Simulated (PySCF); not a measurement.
## Working out the excitation energy of Ga

Ga [Ar] 3d10 4s2 4p1 (2P) → Ga [Ar] 3d10 4s1 4p1 5s1 (4P). Calculation: PySCF 2.14, in aug-cc-pVDZ-PP with ECP10MDF (5s4p3d, 32 functions); scalar relativity through the core potential. Frozen: 3s2 3p6 3d10. Energies in hartree (1 hartree = 27.21139 eV):

| part | Ga (lower) | Ga (upper) |
| --- | --- | --- |
| UHF | -258.291230 | -258.021791 |
| MP2 opposite-spin | -0.026644 | 0.000000 |
| MP2 same-spin | -0.002253 | -0.005382 |

Task: What does Hartree-Fock give?

Result: (-258.021791) − (-258.291230) = 0.269439 hartree = 7.332 eV.

Task: What do MP2 and SCS-MP2 (6/5 opposite-spin, 1/3 same-spin) give?

Result: The opposite-spin parts differ by 0.725 eV and the same-spin parts by -0.085 eV. MP2: 7.332 + (0.725) + (-0.085) = 7.972 eV. SCS-MP2: 7.332 + 1.2 × (0.725) + (-0.085)/3 = 8.174 eV.

The upper state lies above the first ionisation limit, but in LS coupling its spin forbids autoionisation to the ground ion. A Rydberg-like electron needs more diffuse functions than a valence basis has.

A double-zeta basis recovers only part of the correlation energy.
